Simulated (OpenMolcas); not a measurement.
**Ta3+ in CaF2**

Ta3+ with its 8 nearest fluoride ions at 2.232 Å, on the Ca site of CaF2 (a = 5.46294 Å, distance in the model lattice 2.366 Å). The rest of the host is ab initio model potentials to 7.6 Å and point charges beyond; the distance is set by hand and nothing relaxes, and no local charge compensation is placed. Ligand basis ANO-RCC-VDZP.
```
Ta    0.0000    0.0000    0.0000
F     1.2886    1.2886    1.2886
F     1.2886    1.2886   -1.2886
F     1.2886   -1.2886    1.2886
F     1.2886   -1.2886   -1.2886
F    -1.2886    1.2886    1.2886
F    -1.2886    1.2886   -1.2886
F    -1.2886   -1.2886    1.2886
F    -1.2886   -1.2886   -1.2886
```

```
Program             : OpenMolcas 26.06
Method              : CASSCF
Basis               : ANO-RCC-VDZP [7s6p4d2f1g]
Scalar Hamiltonian  : DKH2, point nucleus
Active space        : 2 electrons in 5 orbitals (5d)
State averaging     : 2S+1 = 3 even, 10 roots; 2S+1 = 1 even, 15 roots
Spin-orbit coupling : state interaction with AMFI integrals over the reference wave functions
```

The lowest spin-free states (labels of O, the rotations of Oh), above the lowest:

| State | Degeneracy | E (cm-1) |
| --- | --- | --- |
| 3A2 | 1 | 0.0 |
| 1E | 2 | 10345 |
| 1A1 | 1 | 18921 |
| 3T2 | 3 | 19870 |
| 3T1 | 3 | 26680 |
| 1T2 | 3 | 29874 |
| 1T1 | 3 | 32854 |
| 3T1 | 3 | 42738 |
| 1E | 2 | 51295 |
| 1T2 | 3 | 51356 |
| 1A1 | 1 | 67080 |

The lowest levels with spin-orbit coupling:

```csv
E (cm-1),Degeneracy,Label,2S+1
0.0,3,T2,3
9614,2,E,1 (88 %)
18348,1,A1,1 (86 %)
19350,1,A2,3
19770,3,T2,3
20746,3,T1,3
21008,2,E,3 (89 %)
27354,3,T2,3
27384,3,T1,3
28067,1,A1,3 (85 %)
28226,2,E,3
30350,3,T2,1 (84 %)
33868,3,T1,1
43420,2,E,3
43732,3,T2,3
44656,1,A1,3
44692,3,T1,3
52688,2,E,1
52822,3,T2,1
68896,1,A1,1
```

Powder χT (cm3 K/mol): 0.602 at 2 K, 0.603 at 10 K, 0.605 at 50 K, 0.609 at 100 K, 0.617 at 200 K, 0.624 at 300 K. The effective moment at 300 K is 2.828 √(χT) = 2.23 μB.

The lowest level has 2S+1 = 3, for which the spin-only value is χT = S(S+1) / 2 = 1.000 cm3 K/mol (g = 2). The computed 0.624 at 300 K differs by -0.376, through orbital momentum, spin-orbit coupling and any other state in reach.

Metal share of the active 5d orbitals (Löwdin): 85, 85, 85, 92, 92 %; Mulliken charge of the metal 2.01.

A least-squares ligand-field fit to the states below 45000 cm-1, each weighted by its degeneracy and with a free common offset, gives 10Dq = -19788 cm-1 (negative for this site), B = 663 cm-1 and C = 2532 cm-1 (C/B = 3.82), with an rms deviation of 56 cm-1.

The same method and metal basis give the free ion B = 691 cm-1 (fit to its terms below 60000 cm-1, rms deviation 26 cm-1), so the nephelauxetic ratio is β = 663 / 691 = 0.96; it hangs on how both fits weigh the states, and computed free-ion B values tend to be too large, so β mixes covalency with correlation.

Without dynamic correlation the repulsion within the d shell is too large (B by tens of per cent), so at a given field states of lower spin stand too high. With metal d orbitals alone the field can be off either way by tens of per cent. Ligand-to-metal charge-transfer states are missing. With no ligand orbital active B as a rule stays too high, so bands that hang on it stand too high and its fall with covalency is understated. No measured value stands beside these numbers; the geometry was set by hand and not optimised.
